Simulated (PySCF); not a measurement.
**Question.** Give a PBE0-D3(BJ)/def2-SVP geometry of `Fc1n[se]nc1CC(F)(F)F`.

**Answer.** 
```xyz
13
C4H2F4N2Se angstrom
F      1.283    1.786    0.746
C      1.616    0.576    0.350
N      2.782    0.088    0.587
Se     2.802   -1.550   -0.147
N      1.111   -1.402   -0.750
C      0.667   -0.232   -0.393
C     -0.723    0.221   -0.705
C     -1.694   -0.063    0.422
F     -2.909    0.397    0.120
F     -1.801   -1.369    0.661
F     -1.307    0.524    1.559
H     -0.744    1.305   -0.888
H     -1.089   -0.299   -1.600
```

Orientation and origin are arbitrary. Atoms count from 1 in this order. The C–F distances run from 1.316 Å (F1–C2, drawn single) to 1.337 Å (C8–F11, drawn single), a spread of 0.021 Å. The 3 C–C bonds span 1.450 Å (C2–C6, aromatic) to 1.515 Å (C7–C8, drawn single), a spread of 0.065 Å. Of the pairs four or more bonds apart, F1···H12 is among the closest relative to their van der Waals radii: 2.65 Å, 99 % of the sum of Bondi's values. The 5-membered ring C2–N3–Se4–N5–C6 has internal angles of 93.0° to 118.5°; it is planar, 0.00 Å rms from its mean plane, widest ring torsion 0°.

Bonds between heavy atoms (Å): F1–C2 1.316, C2–N3 1.286, N3–Se4 1.795, Se4–N5 1.802, N5–C6 1.302, C6–C7 1.495, C7–C8 1.515, C8–F9 1.334, C8–F10 1.331, C8–F11 1.337, C2–C6 1.450.

Level of theory: PBE0-D3(BJ)/def2-SVP geometry optimisation, gas phase (PySCF 2.14.0).

Point group: C1 (no symmetry element, even within 0.4 Å). Whether it is a minimum is left open (no frequencies). The numbers are those of one conformer (N5–C6–C7–C8 94°).
